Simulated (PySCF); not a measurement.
# Hartree-Fock beside MP2: Al2BH3N cation

Calculated results; nothing here was measured. They come from PySCF 2.14.0, an open-source quantum chemistry program, on an isolated molecule that a program drew, which may never have been made. The molecule is Al2BH3N cation (charge +1, singlet), drawn as the SMILES string `N=[B][Al+][AlH2]`.

The geometry was optimised and harmonic frequencies were computed with HF and MP2, all in the cc-pV(D+d)Z basis, for the commonest isotopes, with a restricted reference for singlets and an unrestricted one otherwise, and a frozen core in MP2. Each result is a local minimum of its method.

Geometry at the HF minimum:
```xyz
7
Al2BH3N cation, angstrom
N    -5.0492   -2.1939    0.1053
B    -3.8898   -1.8790   -0.1112
Al   -1.9107   -1.3429   -0.4812
Al    0.6609   -0.6528   -0.9636
H    -5.9903   -2.4493    0.2811
H     1.0494    0.7018   -0.3007
H     1.4048   -1.7043   -1.8391
```

Lengths of the bonds as drawn, in Å (atoms numbered as above):
```
   bond     HF    MP2
  N1-B2  1.221  1.258
 B2-Al3  2.084  2.055
Al3-Al4  2.706  2.695
  N1-H5  0.991  1.009
 Al4-H6  1.557  1.560
 Al4-H7  1.557  1.560
```

Rotational constants, in GHz:
```
constant,HF,MP2
A,121.1,120.5
B,1.153,1.158
C,1.142,1.147
```

Harmonic frequencies in cm^-1, each column in rising order, so a row needn't be the same motion in every method:
```
rank,HF,MP2
1,74,69
2,78,72
3,247,213
4,250,221
5,256,251
6,416,399
7,545,548
8,565,548
9,682,608
10,684,609
11,752,?
12,2071,1846
13,2101,2033
14,2109,2076
15,4019,3778
```

**Estimate the missing MP2 frequency from the HF column.**

A single factor s that minimises the squared misfit of MP2 against s times HF over the other rows is sum(HF x MP2) / sum(HF^2) = 0.9429, with an rms misfit of 44 cm^-1. For rank 11 it gives 0.9429 x 752 = 709 cm^-1. The calculation gives 725 cm^-1, 16 cm^-1 above the estimate. The drawn bonds are on average 0.6 % longer in MP2 than in HF.
